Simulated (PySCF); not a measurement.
Compound: CH₅ClOSi.
Bonds: O1–Si2, Si2–C3, C3–Cl4. Hydrogens: H5 on O1; H6, H7 on Si2; H8, H9 on C3.

Level of theory: core-valence-separated Tamm–Dancoff BHandHLYP/aug-pcX-1 (pcseg-1 on H, def2-SVPD on Si, def2-SVPD on Cl) in PySCF, non-relativistic, gas phase, PBE0-D3(BJ)/def2-SVP geometry. BHandHLYP without relativity tends to put these K edges a few eV too low, so spacings mean more than positions.

**Question.** What does the C 1s absorption edge look like?

**Answer.** 
```csv
E (eV),f,core hole on,main final orbital
284.22,0.0624,C3,LUMO (39 %)
286.86,0.0114,C3,LUMO+1 (68 %)
287.28,0.0326,C3,LUMO+2 (36 %)
287.63,0.0079,C3,LUMO (32 %)
288.20,0.0286,C3,LUMO+4 (34 %)
288.79,0.0083,C3,spread
288.87,0.0003,C3,LUMO+5 (31 %)
```

The first line with a tenth or more of the strongest one's intensity is at 284.22 eV (f = 0.062), with the hole on C3 (sp3 C–Cl carbon). It is also the strongest listed.

**Question.** What does the O 1s absorption edge look like?

**Answer.** 
```csv
E (eV),f,core hole on,main final orbital
532.09,0.0127,O1,LUMO (34 %)
533.45,0.0245,O1,spread
534.09,0.0169,O1,LUMO+6 (32 %)
534.52,0.0109,O1,LUMO+3 (35 %)
534.76,0.0066,O1,spread
534.96,0.0076,O1,spread
535.36,0.0003,O1,spread
```

The first line with a tenth or more of the strongest one's intensity is at 532.09 eV (f = 0.013), with the hole on O1 (silanol oxygen). The strongest listed is at 533.45 eV (f = 0.024; O1).

Roots within 0.03 eV whose holes lie on the same, on equivalent or on shared atoms are summed into one line, and the highest roots are left out, as the search may have cut off their partners. Final orbitals are the ground state's empty Kohn–Sham orbitals.

**Question.** What length of transition dipole belongs to the line at 286.86 eV?

**Answer.** From f = (2/3) ΔE |μ|² in atomic units, with ΔE = 10.542 Eh and f = 0.0114: |μ| = 0.040 au = 0.10 D.

Only the lowest roots of each edge were sought.

The run took 3.9 s on AMD EPYC 7R43, one thread, on a shared host, and the process peaked at 0.58 GiB of memory.

Conformer computed: `[OH:1][SiH2:2][CH2:3][Cl:4]`: O1–Si2–C3–Cl4 -54°, H–O1–Si2–C3 46°.

One conformer stands for the species.
